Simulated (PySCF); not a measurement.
Species: C₇H₁₁ClO.
Z-matrix (Å and degrees, PBE0-D3(BJ)/def2-SVP geometry), rows numbered from 1:
```
C 
C   1  1.5258
C   2  1.5098  1  113.69
C   3  1.4756  2  119.48  1    92.09
O   4  1.1896  3  128.31  2   168.20
Cl  4  1.8138  3  114.09  2   -13.15
C   3  1.3646  2  122.97  1   -85.53
C   7  1.4973  3  121.75  2     0.13
C   7  1.5010  3  124.67  2   179.78
H   1  1.1007  2  111.06  3  -179.13
H   1  1.0997  2  110.54  3   -59.39
H   1  1.1012  2  111.35  3    60.44
H   2  1.0986  1  109.26  3   121.73
H   2  1.1001  1  110.02  3  -122.64
H   8  1.1031  7  109.65  3  -124.63
H   8  1.1031  7  109.35  3   119.60
H   8  1.0949  7  114.61  3    -2.11
H   9  1.0987  7  110.57  3  -172.08
H   9  1.0993  7  112.17  3   -50.01
H   9  1.1008  7  110.89  3    67.39
```

Computed with PySCF at PBE0/pcSseg-1, non-relativistic, on one gas-phase PBE0-D3(BJ)/def2-SVP geometry that isn't relaxed in the solvent. The solvent is an IEF-PCM continuum (van der Waals radii × 1.2). Specific hydrogen bonds and non-electrostatic terms are outside this model.

| run | E − E(gas) (kcal/mol) | HOMO (eV) | HOMO–LUMO gap (eV) | dipole (D) |
| --- | --- | --- | --- | --- |
| gas | 0.00 | -7.55 | 5.78 | 4.20 |
| P | -3.98 | -7.41 | 5.68 | 5.40 |
| Q | -4.44 | -7.40 | 5.67 | 5.55 |

Task: The runs were made in acetone and dichloromethane. Which run belongs to which solvent?

Result: P = dichloromethane, Q = acetone. The dielectric constants are 8.93 (dichloromethane), 20.49 (acetone), and the energy falls further as ε rises. In this model the ground state sees the solvent through ε alone.

Task: How constant is the ratio of the lowering to (ε − 1)/(2ε + 1)?

Result: 
| solvent | (ε − 1)/(2ε + 1) | E − E(gas) (kcal/mol) | ratio (kcal/mol) | polarisation term (kcal/mol) |
| --- | --- | --- | --- | --- |
| dichloromethane | 0.420 | -3.98 | -9.5 | -4.73 |
| acetone | 0.464 | -4.44 | -9.6 | -5.38 |

The ratio changes by +1.1 % in size from dichloromethane to acetone. The polarisation term is half the interaction of the solute with the induced surface charges.
